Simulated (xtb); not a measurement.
C2H6Si, SMILES C=C[SiH3]. All values are semi-empirical tight-binding results from xtb (GFN2-xTB unless named), good for trends rather than for accurate numbers. The structure is a stationary point at GFN2-xTB.

Optimised geometry:

Bond lengths (Å): Si1–C2 1.881, Si1–H4 1.466, Si1–H5 1.463, Si1–H6 1.466, C2–C3 1.324, C2–H7 1.085, C3–H8 1.080, C3–H9 1.079. Bond angles (°): C2–Si1–H4 108.8, C2–Si1–H5 109.8, C2–Si1–H6 108.9, H4–Si1–H5 110.1, H4–Si1–H6 109.2, H5–Si1–H6 110.0, Si1–C2–C3 125.2, Si1–C2–H7 116.8, C3–C2–H7 118.0, C2–C3–H8 122.8, C2–C3–H9 121.6, H8–C3–H9 115.5.
Charge 0, spin multiplicity 1.

### Question
Estimate the properties. (An estimate is asked for; the answer gives what the named calculation found.)

### Answer

```
Quantity                                        Value
--------------------------------------  -------------
orbital gap                                   4.55 eV
dipole moment                                  0.22 D
zero-point energy                       40.4 kcal/mol
G − E(el) at 298.15 K (modified RRHO)   23.4 kcal/mol
static polarisability (D4 model)           56.0 bohr³
solvation energy, GFN2-xTB/ALPB(water)   0.5 kcal/mol
solvation energy, GFN2-xTB/ALPB(dmso)   -2.2 kcal/mol
```

Computed atomic charges and the Wiberg bond orders between heavy atoms:
charges (e) Si1 0.44, C2 -0.13, C3 -0.08, H4 -0.10, H5 -0.10, H6 -0.10, H7 0.02, H8 0.03, H9 0.03. Bond orders Si1–C2 0.92, C2–C3 2.00.
